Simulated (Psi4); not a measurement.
Method: SAPT0/jun-cc-pVDZ, frozen core in Psi4.

Psi4 input:

```
molecule {
0 1
Si -0.39530293 0.03501648 -0.04863001
O 1.20136309 0.43292817 0.10360031
H -1.11274845 1.31116983 -0.23483968
H -0.62945769 -0.85024011 -1.21663116
H -0.90418144 -0.65772576 1.16129214
H 1.84032742 -0.27114863 0.23520839
--
0 1
Si 2.08397424 -3.14142236 2.20973396
O 2.63444136 -4.69945979 2.22858878
H 0.67470794 -3.20657798 2.64296914
H 2.85687882 -2.27696926 3.13605665
H 2.16720880 -2.54824870 0.85180253
H 3.54404716 -4.86902744 1.97327656
units angstrom
symmetry c1
no_reorient
no_com
}
set basis jun-cc-pvdz
set scf_type df
set freeze_core true
energy('sapt0')
```

Part of the output:

```
    SAPT Results
  --------------------------------------------------------------------------------------------------------
    Electrostatics                 -0.59622837 [mEh]      -0.37413895 [kcal/mol]      -1.56539736 [kJ/mol]
      Elst10,r                     -0.59622837 [mEh]      -0.37413895 [kcal/mol]      -1.56539736 [kJ/mol]

    Exchange                        1.48048447 [mEh]       0.92901803 [kcal/mol]       3.88701144 [kJ/mol]
      Exch10                        1.48048447 [mEh]       0.92901803 [kcal/mol]       3.88701144 [kJ/mol]
      Exch10(S^2)                   1.47892870 [mEh]       0.92804177 [kcal/mol]       3.88292677 [kJ/mol]

    Induction                      -0.48719192 [mEh]      -0.30571755 [kcal/mol]      -1.27912222 [kJ/mol]
      Ind20,r                      -0.71415022 [mEh]      -0.44813603 [kcal/mol]      -1.87500114 [kJ/mol]
      Exch-Ind20,r                  0.33149682 [mEh]       0.20801740 [kcal/mol]       0.87034478 [kJ/mol]
      delta HF,r (2)               -0.10453853 [mEh]      -0.06559892 [kcal/mol]      -0.27446587 [kJ/mol]

    Dispersion                     -1.24324820 [mEh]      -0.78015002 [kcal/mol]      -3.26414769 [kJ/mol]
      Disp20                       -1.32800977 [mEh]      -0.83333871 [kcal/mol]      -3.48668918 [kJ/mol]
      Exch-Disp20                   0.08476158 [mEh]       0.05318869 [kcal/mol]       0.22254149 [kJ/mol]
      Disp20 (SS)                  -0.66400489 [mEh]      -0.41666936 [kcal/mol]      -1.74334459 [kJ/mol]
      Disp20 (OS)                  -0.66400489 [mEh]      -0.41666936 [kcal/mol]      -1.74334459 [kJ/mol]
      Exch-Disp20 (SS)              0.04870906 [mEh]       0.03056539 [kcal/mol]       0.12788561 [kJ/mol]
      Exch-Disp20 (OS)              0.03605252 [mEh]       0.02262330 [kcal/mol]       0.09465588 [kJ/mol]

  Total HF                          0.39706418 [mEh]       0.24916153 [kcal/mol]       1.04249186 [kJ/mol]
  Total SAPT0                      -0.84618402 [mEh]      -0.53098849 [kcal/mol]      -2.22165583 [kJ/mol]
```
